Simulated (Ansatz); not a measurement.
Program: Ansatz. Geometries: PBE0-D4/def2-TZVP. ΔE: electronic, gas phase. CBS: MP2 limit from def2 TZ/QZ plus the TZ coupled-cluster correction, frozen cores. DFT in def2-TZVPP. B3LYP here is the variant with VWN-RPA as its local correlation; programs differ in this. HSE06 is defined as in plane-wave codes. Elements past krypton have def2 core potentials. For Hf, I, Se outer-core shells are correlated without core-valence functions, which leaves a few kJ/mol of doubt a bond. Scalar relativity is left out up to krypton. Each species was taken in one conformer, which may not be the lowest.

`C[N](C)[Hf]([SeH])([N](C)C)[N](C)C` + `BI` → `C[N](C)[Hf]([I])([N](C)C)[N](C)C` + `B[SeH]`  (redistribution)

```
             level  ΔE (kcal/mol)  difference from CCSD(T)/CBS
       LDA (SPW92)          -20.5                         -0.6
            PBE-D4          -19.3                          0.6
           BLYP-D4          -18.7                          1.2
         r2SCAN-D4          -20.3                         -0.4
            B97M-V          -20.3                         -0.4
           PBE0-D4          -19.8                          0.1
          B3LYP-D4          -19.3                          0.6
        r2SCANh-D4          -20.4                         -0.5
        r2SCAN0-D4          -20.4                         -0.5
          HSE06-D4          -19.8                          0.1
          BHLYP-D4          -20.0                         -0.1
      CAM-B3LYP-D4          -20.0                         -0.1
           ωB97X-V          -20.1                         -0.2
           ωB97M-V          -20.0                         -0.1
          PBE-QIDH          -20.4                         -0.5
               PBE          -19.5                          0.4
            revPBE          -19.1                          0.8
              BLYP          -19.1                          0.8
            r2SCAN          -20.4                         -0.5
             B3LYP          -19.6                          0.3
           r2SCANh          -20.4                         -0.5
           r2SCAN0          -20.4                         -0.5
             HSE06          -19.9                          0.0
             BHLYP          -20.0                         -0.1
         CAM-B3LYP          -20.0                         -0.1
           LC-ωPBE          -20.2                         -0.3
RPA@PBE/def2-TZVPP          -19.0                          0.9
       HF/def2-SVP          -20.7                         -0.8
      MP2/def2-SVP          -21.2                         -1.3
     CCSD/def2-SVP          -20.6                         -0.7
     HF/def2-TZVPP          -20.0                         -0.1
    MP2/def2-TZVPP          -20.4                         -0.5
SCS-MP2/def2-TZVPP          -20.0                         -0.1
   CCSD/def2-TZVPP          -19.7                          0.2
     HF/def2-QZVPP          -19.9                          0.0
    MP2/def2-QZVPP          -20.5                         -0.6
SCS-MP2/def2-QZVPP          -20.1                         -0.2
      HF/CBS(def2)          -19.9                          0.0
     MP2/CBS(def2)          -20.6                         -0.7
    CCSD/CBS(def2)          -19.8                          0.1
       CCSD(T)/CBS          -19.9                            0
```

Largest T1 diagnostic among the species: 0.014.

From BLYP to BHLYP (50 % exact exchange), in def2-TZVPP and without D4, ΔE moves by −1.0 kcal/mol. Leaving LDA and LC-ωPBE aside and taking each functional with its dispersion term where it has one, the values, not all of them listed here, spread over 1.9 kcal/mol, from PBE-QIDH to revPBE-D4. LDA lies −1.0 kcal/mol from PBE without D4.
